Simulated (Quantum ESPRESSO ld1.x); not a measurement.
Species: W LXVIII. Configuration: [He] 2s2 2p3. Calculated with ld1.x of Quantum ESPRESSO 7.5: scalar-relativistic Kohn-Sham, LDA (Slater exchange, VWN5 correlation), spin-polarised, spherical densities, point nucleus; open shells are filled with parallel spins first.

Normalised radial functions P(r) = r R(r), r in bohr:

r            2s up  2s down
0.0008417   0.5981   0.5964
0.000934    0.6478   0.6460
0.001036    0.7011   0.6990
0.001159    0.7625   0.7603
0.001286    0.8233   0.8210
0.001439    0.8932   0.8906
0.001596    0.9619   0.9591
0.001771    1.0344   1.0314
0.001981    1.1164   1.1132
0.002198    1.1960   1.1925
0.002439    1.2784   1.2747
0.002728    1.3699   1.3659
0.003027    1.4564   1.4522
0.003359    1.5436   1.5391
0.003757    1.6368   1.6320
0.004169    1.7212   1.7161
0.004663    1.8075   1.8022
0.005174    1.8811   1.8755
0.005741    1.9457   1.9399
0.006422    2.0017   1.9957
0.007126    2.0374   2.0312
0.007907    2.0533   2.0470
0.008844    2.0435   2.0371
0.009813    2.0042   1.9978
0.01089     1.9309   1.9246
0.01218     1.8084   1.8023
0.01351     1.6491   1.6433
0.01512     1.4237   1.4183
0.01677     1.1610   1.1562
0.01861     0.8453   0.8412
0.02082     0.4464   0.4434
0.0231      0.0247   0.0228
0.02563    -0.4400  -0.4406
0.02867    -0.9769  -0.9761
0.03181    -1.4944  -1.4920
0.03558    -2.0508  -2.0467
0.03948    -2.5434  -2.5380
0.0438     -2.9882  -2.9817
0.04899    -3.3849  -3.3779
0.05436    -3.6518  -3.6450
0.06032    -3.8012  -3.7952
0.06747    -3.8164  -3.8121
0.07487    -3.6922  -3.6901
0.08307    -3.4432  -3.4436
0.09292    -3.0584  -3.0615
0.1031     -2.6242  -2.6296
0.1153     -2.1164  -2.1234
0.128      -1.6476  -1.6553
0.142      -1.2159  -1.2235
0.1588     -0.8209  -0.8277
0.1762     -0.5330  -0.5385
0.1955     -0.3223  -0.3263
0.2187     -0.1716  -0.1742
0.2427     -0.0873  -0.0889
0.2693     -0.0403  -0.0412
0.3012     -0.0156  -0.0159
0.3342     -0.0057  -0.0058
0.3738     -0.0017  -0.0017
0.4148     -0.0005  -0.0005
0.4602     -0.0001  -0.0001
0.5148     0.0000  0.0000
0.5712     0.0000  0.0000

2s up: eigenvalue -18319.2 eV, 1 radial node at r = 0.0232 bohr, <r> = 0.0753 bohr, 90 % of the charge inside 0.116 bohr. 2s down: eigenvalue -18225.9 eV, 1 radial node at r = 0.0232 bohr, <r> = 0.0754 bohr, 90 % of the charge inside 0.116 bohr.
